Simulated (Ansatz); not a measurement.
Harmonic vibrations of `[CH3][In]([NH2])[NH2]` by finite differences.

```yaml
crystal:
  periodic: [false, false, false]
  atoms:
    - {symbol: C, position_ang: [-1.176931, 1.584164, -0.078331]}
    - {symbol: In, position_ang: [0.112126, -0.120222, 0.009015]}
    - {symbol: N, position_ang: [0.685936, -1.000121, 1.740303]}
    - {symbol: N, position_ang: [1.120323, -0.841692, -1.592110]}
    - {symbol: H, position_ang: [-0.899421, 2.225780, -0.914741]}
    - {symbol: H, position_ang: [-1.111530, 2.155367, 0.847829]}
    - {symbol: H, position_ang: [-2.210255, 1.261875, -0.215368]}
    - {symbol: H, position_ang: [0.107345, -0.906298, 2.560720]}
    - {symbol: H, position_ang: [1.087241, -1.925149, 1.717466]}
    - {symbol: H, position_ang: [0.770281, -0.664607, -2.520949]}
    - {symbol: H, position_ang: [1.514886, -1.769086, -1.553854]}
basis:
  gaussian: {orbitals: def2-TZVP}
hamiltonian: {xc: pbe0, dispersion: d4}
phonons: {temperatures: {t_min: 298.15, t_max: 900, t_step: 200}}
```

```sh
$ ansatz run in.yaml --threads 4 --pin off --events-out ev --progress --plain
```

Output, abridged:

```
Functional definition: PBE0
mean field -9302.23752326 eV, -341.8509236966 hartree, gradient 1.5e-5 eV, S^2 0.000000; 0 other end points of the search recorded, 0 dependent functions left out
mean field -9302.23736645 eV, -341.8509179340 hartree, gradient 1.2e-6 eV, S^2 0.000000; 0 other end points of the search recorded, 0 dependent functions left out
mean field -9302.23741894 eV, -341.8509198630 hartree, gradient 1.2e-6 eV, S^2 0.000000; 0 other end points of the search recorded, 0 dependent functions left out
mean field -9302.23743775 eV, -341.8509205545 hartree, gradient 1.2e-6 eV, S^2 0.000000; 0 other end points of the search recorded, 0 dependent functions left out
mean field -9302.23737710 eV, -341.8509183253 hartree, gradient 1.2e-6 eV, S^2 0.000000; 0 other end points of the search recorded, 0 dependent functions left out
mean field -9302.23736425 eV, -341.8509178532 hartree, gradient 1.2e-6 eV, S^2 0.000000; 0 other end points of the search recorded, 0 dependent functions left out
mean field -9302.23736934 eV, -341.8509180403 hartree, gradient 1.2e-6 eV, S^2 0.000000; 0 other end points of the search recorded, 0 dependent functions left out
mean field -9302.23747037 eV, -341.8509217530 hartree, gradient 1.2e-6 eV, S^2 0.000000; 0 other end points of the search recorded, 0 dependent functions left out
mean field -9302.23749491 eV, -341.8509226550 hartree, gradient 1.2e-6 eV, S^2 0.000000; 0 other end points of the search recorded, 0 dependent functions left out
mean field -9302.23747023 eV, -341.8509217478 hartree, gradient 1.2e-6 eV, S^2 0.000000; 0 other end points of the search recorded, 0 dependent functions left out
mean field -9302.23746987 eV, -341.8509217347 hartree, gradient 1.2e-6 eV, S^2 0.000000; 0 other end points of the search recorded, 0 dependent functions left out
mean field -9302.23744408 eV, -341.8509207870 hartree, gradient 1.2e-6 eV, S^2 0.000000; 0 other end points of the search recorded, 0 dependent functions left out
mean field -9302.23744829 eV, -341.8509209418 hartree, gradient 1.2e-6 eV, S^2 0.000000; 0 other end points of the search recorded, 0 dependent functions left out
mean field -9302.23746046 eV, -341.8509213889 hartree, gradient 1.2e-6 eV, S^2 0.000000; 0 other end points of the search recorded, 0 dependent functions left out
mean field -9302.23743350 eV, -341.8509203982 hartree, gradient 1.2e-6 eV, S^2 0.000000; 0 other end points of the search recorded, 0 dependent functions left out
mean field -9302.23736530 eV, -341.8509178919 hartree, gradient 1.2e-6 eV, S^2 0.000000; 0 other end points of the search recorded, 0 dependent functions left out
mean field -9302.23739477 eV, -341.8509189749 hartree, gradient 1.2e-6 eV, S^2 0.000000; 0 other end points of the search recorded, 0 dependent functions left out
mean field -9302.23742029 eV, -341.8509199128 hartree, gradient 1.2e-6 eV, S^2 0.000000; 0 other end points of the search recorded, 0 dependent functions left out
mean field -9302.23733277 eV, -341.8509166963 hartree, gradient 1.2e-6 eV, S^2 0.000000; 0 other end points of the search recorded, 0 dependent functions left out
mean field -9302.23749453 eV, -341.8509226408 hartree, gradient 1.2e-6 eV, S^2 0.000000; 0 other end points of the search recorded, 0 dependent functions left out
mean field -9302.23744518 eV, -341.8509208273 hartree, gradient 1.2e-6 eV, S^2 0.000000; 0 other end points of the search recorded, 0 dependent functions left out
mean field -9302.23737085 eV, -341.8509180957 hartree, gradient 1.2e-6 eV, S^2 0.000000; 0 other end points of the search recorded, 0 dependent functions left out
mean field -9302.23739054 eV, -341.8509188193 hartree, gradient 1.2e-6 eV, S^2 0.000000; 0 other end points of the search recorded, 0 dependent functions left out
mean field -9302.23731305 eV, -341.8509159716 hartree, gradient 1.2e-6 eV, S^2 0.000000; 0 other end points of the search recorded, 0 dependent functions left out
mean field -9302.23739285 eV, -341.8509189044 hartree, gradient 1.2e-6 eV, S^2 0.000000; 0 other end points of the search recorded, 0 dependent functions left out
mean field -9302.23750211 eV, -341.8509229196 hartree, gradient 1.2e-6 eV, S^2 0.000000; 0 other end points of the search recorded, 0 dependent functions left out
mean field -9302.23750811 eV, -341.8509231400 hartree, gradient 1.2e-6 eV, S^2 0.000000; 0 other end points of the search recorded, 0 dependent functions left out
mean field -9302.23748369 eV, -341.8509222424 hartree, gradient 1.2e-6 eV, S^2 0.000000; 0 other end points of the search recorded, 0 dependent functions left out
mean field -9302.23747635 eV, -341.8509219728 hartree, gradient 1.2e-6 eV, S^2 0.000000; 0 other end points of the search recorded, 0 dependent functions left out
mean field -9302.23745725 eV, -341.8509212711 hartree, gradient 1.2e-6 eV, S^2 0.000000; 0 other end points of the search recorded, 0 dependent functions left out
mean field -9302.23745346 eV, -341.8509211316 hartree, gradient 1.2e-6 eV, S^2 0.000000; 0 other end points of the search recorded, 0 dependent functions left out
mean field -9302.23750864 eV, -341.8509231596 hartree, gradient 1.2e-6 eV, S^2 0.000000; 0 other end points of the search recorded, 0 dependent functions left out
mean field -9302.23751308 eV, -341.8509233227 hartree, gradient 1.2e-6 eV, S^2 0.000000; 0 other end points of the search recorded, 0 dependent functions left out
mean field -9302.23749021 eV, -341.8509224823 hartree, gradient 1.2e-6 eV, S^2 0.000000; 0 other end points of the search recorded, 0 dependent functions left out
mean field -9302.23748313 eV, -341.8509222220 hartree, gradient 1.2e-6 eV, S^2 0.000000; 0 other end points of the search recorded, 0 dependent functions left out
mean field -9302.23744133 eV, -341.8509206858 hartree, gradient 1.2e-6 eV, S^2 0.000000; 0 other end points of the search recorded, 0 dependent functions left out
mean field -9302.23744463 eV, -341.8509208071 hartree, gradient 1.2e-6 eV, S^2 0.000000; 0 other end points of the search recorded, 0 dependent functions left out
mean field -9302.23742711 eV, -341.8509201631 hartree, gradient 1.2e-6 eV, S^2 0.000000; 0 other end points of the search recorded, 0 dependent functions left out
mean field -9302.23743024 eV, -341.8509202785 hartree, gradient 1.2e-6 eV, S^2 0.000000; 0 other end points of the search recorded, 0 dependent functions left out
mean field -9302.23751132 eV, -341.8509232579 hartree, gradient 1.2e-6 eV, S^2 0.000000; 0 other end points of the search recorded, 0 dependent functions left out
mean field -9302.23749670 eV, -341.8509227205 hartree, gradient 1.2e-6 eV, S^2 0.000000; 0 other end points of the search recorded, 0 dependent functions left out
mean field -9302.23750887 eV, -341.8509231680 hartree, gradient 1.2e-6 eV, S^2 0.000000; 0 other end points of the search recorded, 0 dependent functions left out
mean field -9302.23750873 eV, -341.8509231628 hartree, gradient 1.2e-6 eV, S^2 0.000000; 0 other end points of the search recorded, 0 dependent functions left out
mean field -9302.23747090 eV, -341.8509217727 hartree, gradient 1.2e-6 eV, S^2 0.000000; 0 other end points of the search recorded, 0 dependent functions left out
mean field -9302.23747690 eV, -341.8509219930 hartree, gradient 1.2e-6 eV, S^2 0.000000; 0 other end points of the search recorded, 0 dependent functions left out
mean field -9302.23750878 eV, -341.8509231647 hartree, gradient 1.2e-6 eV, S^2 0.000000; 0 other end points of the search recorded, 0 dependent functions left out
mean field -9302.23751076 eV, -341.8509232375 hartree, gradient 1.2e-6 eV, S^2 0.000000; 0 other end points of the search recorded, 0 dependent functions left out
mean field -9302.23743510 eV, -341.8509204568 hartree, gradient 1.2e-6 eV, S^2 0.000000; 0 other end points of the search recorded, 0 dependent functions left out
mean field -9302.23741742 eV, -341.8509198072 hartree, gradient 1.2e-6 eV, S^2 0.000000; 0 other end points of the search recorded, 0 dependent functions left out
mean field -9302.23750121 eV, -341.8509228864 hartree, gradient 1.2e-6 eV, S^2 0.000000; 0 other end points of the search recorded, 0 dependent functions left out
mean field -9302.23749061 eV, -341.8509224968 hartree, gradient 1.2e-6 eV, S^2 0.000000; 0 other end points of the search recorded, 0 dependent functions left out
mean field -9302.23739522 eV, -341.8509189912 hartree, gradient 1.2e-6 eV, S^2 0.000000; 0 other end points of the search recorded, 0 dependent functions left out
mean field -9302.23741395 eV, -341.8509196797 hartree, gradient 1.2e-6 eV, S^2 0.000000; 0 other end points of the search recorded, 0 dependent functions left out
mean field -9302.23751303 eV, -341.8509233210 hartree, gradient 1.2e-6 eV, S^2 0.000000; 0 other end points of the search recorded, 0 dependent functions left out
mean field -9302.23750658 eV, -341.8509230839 hartree, gradient 1.2e-6 eV, S^2 0.000000; 0 other end points of the search recorded, 0 dependent functions left out
mean field -9302.23750143 eV, -341.8509228946 hartree, gradient 1.2e-6 eV, S^2 0.000000; 0 other end points of the search recorded, 0 dependent functions left out
mean field -9302.23750292 eV, -341.8509229493 hartree, gradient 1.2e-6 eV, S^2 0.000000; 0 other end points of the search recorded, 0 dependent functions left out
mean field -9302.23750659 eV, -341.8509230842 hartree, gradient 1.2e-6 eV, S^2 0.000000; 0 other end points of the search recorded, 0 dependent functions left out
mean field -9302.23750714 eV, -341.8509231043 hartree, gradient 1.2e-6 eV, S^2 0.000000; 0 other end points of the search recorded, 0 dependent functions left out
mean field -9302.23739168 eV, -341.8509188614 hartree, gradient 1.2e-6 eV, S^2 0.000000; 0 other end points of the search recorded, 0 dependent functions left out
mean field -9302.23741010 eV, -341.8509195382 hartree, gradient 1.2e-6 eV, S^2 0.000000; 0 other end points of the search recorded, 0 dependent functions left out
mean field -9302.23750404 eV, -341.8509229906 hartree, gradient 1.2e-6 eV, S^2 0.000000; 0 other end points of the search recorded, 0 dependent functions left out
mean field -9302.23749271 eV, -341.8509225739 hartree, gradient 1.2e-6 eV, S^2 0.000000; 0 other end points of the search recorded, 0 dependent functions left out
mean field -9302.23739413 eV, -341.8509189511 hartree, gradient 1.2e-6 eV, S^2 0.000000; 0 other end points of the search recorded, 0 dependent functions left out
mean field -9302.23741365 eV, -341.8509196685 hartree, gradient 1.2e-6 eV, S^2 0.000000; 0 other end points of the search recorded, 0 dependent functions left out
mean field -9302.23750566 eV, -341.8509230499 hartree, gradient 1.2e-6 eV, S^2 0.000000; 0 other end points of the search recorded, 0 dependent functions left out
mean field -9302.23751040 eV, -341.8509232241 hartree, gradient 1.2e-6 eV, S^2 0.000000; 0 other end points of the search recorded, 0 dependent functions left out
Total energy: -9302.38985185 eV, -341.8565216693 hartree
Atom 0 at    -1.176931     1.584164    -0.078331 Å, force    -0.001381     0.000566    -0.000303 eV/Å
Atom 1 at     0.112126    -0.120222     0.009015 Å, force    -0.002069    -0.001516    -0.000541 eV/Å
Atom 2 at     0.685936    -1.000121     1.740303 Å, force    -0.000937     0.000035     0.002328 eV/Å
Atom 3 at     1.120323    -0.841692    -1.592110 Å, force    -0.000196     0.000603    -0.002514 eV/Å
Atom 4 at    -0.899421     2.225780    -0.914741 Å, force     0.000525    -0.000438     0.000196 eV/Å
Atom 5 at    -1.111530     2.155367     0.847829 Å, force     0.000632    -0.000541     0.000093 eV/Å
Atom 6 at    -2.210255     1.261875    -0.215368 Å, force     0.000749     0.000988     0.000099 eV/Å
Atom 7 at     0.107345    -0.906298     2.560720 Å, force     0.000472     0.000321    -0.000318 eV/Å
Atom 8 at     1.087241    -1.925149     1.717466 Å, force     0.001050     0.000008    -0.000068 eV/Å
Atom 9 at     0.770281    -0.664607    -2.520949 Å, force     0.000318     0.000245     0.000616 eV/Å
Atom 10 at     1.514886    -1.769086    -1.553854 Å, force     0.000839    -0.000272     0.000413 eV/Å
Dipole moment:    -0.324905    -0.129270    -0.048491 e Å
Vibrations: 30.45 101.90 131.51 136.03 255.53 287.41 315.22 337.14 514.94 595.37 600.01 668.78 708.37 750.01 758.30 1198.85 1453.25 1454.65 1547.91 1562.27 3065.92 3155.32 3164.77 3580.25 3580.53 3682.68 3683.20 cm⁻¹, zero-point energy 2.313582 eV
```

Run time 3.9 min (4 threads of a server CPU on a shared host); peak host memory 0.46 GiB.
